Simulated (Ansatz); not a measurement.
| atom | x (Å) | y (Å) | z (Å) |
| --- | --- | --- | --- |
| B | 0.0000 | 0.0000 | -0.9155 |
| N | 0.0000 | 0.0000 | 0.7196 |
| H | 0.0000 | -1.1803 | -1.2418 |
| H | -1.0222 | 0.5901 | -1.2418 |
| H | 1.0222 | 0.5901 | -1.2418 |
| H | 0.0000 | 0.9514 | 1.0887 |
| H | -0.8239 | -0.4757 | 1.0887 |
| H | 0.8239 | -0.4757 | 1.0887 |

Basis set: def2-TZVP (spherical functions). Correlated methods keep 2 orbitals frozen. Charge 0, multiplicity 1.

Computed with Ansatz (development build ahead of 0.2.0); each method stands on the lowest determinant of its kind that the runs found. Restricted open shells among the atoms or ions are ROHF, correlated in semicanonical orbitals with singles.

The atomization energy at this shape (free ground-state atoms in the same class of orbitals less the molecule, no zero-point energy) of singlet BNH₆:

```
 method  atomization energy
RHF-MP2     583.89 kcal/mol
```

(1) What does RHF give?

Results:

(1) 454.89 kcal/mol.
